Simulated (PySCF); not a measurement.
F₃Ge, SMILES [Ge]([F])([F])[F] (connectivity only; charge and spin as stated), charge +1, multiplicity 1.

The structure is a stationary point at PBE0-D3(BJ)/def2-SVP. The multiplicity is an assumed one; other spin states were not compared. The isomer is the one that the SMILES or the coordinates give; other isomers of the formula were not compared.

Method: PBE0/def2-TZVPD (PySCF).

Symmetry labels are those of the subgroup C2v that the program uses (full group D3h).

Computed valence orbital energies around the gap with their symmetry:
```tsv
orbital	symmetry	energy (eV)
HOMO−7	A1	-22.01
HOMO−6	B1	-22.01
HOMO−5	B2	-21.10
HOMO−4	B1	-20.27
HOMO−3	A1	-20.27
HOMO−2	B2	-20.22
HOMO−1	A2	-20.22
HOMO	B1	-19.96
LUMO	A1	-10.95
LUMO+1	B2	-9.30
LUMO+2	A1	-4.67
LUMO+3	B1	-4.67
```
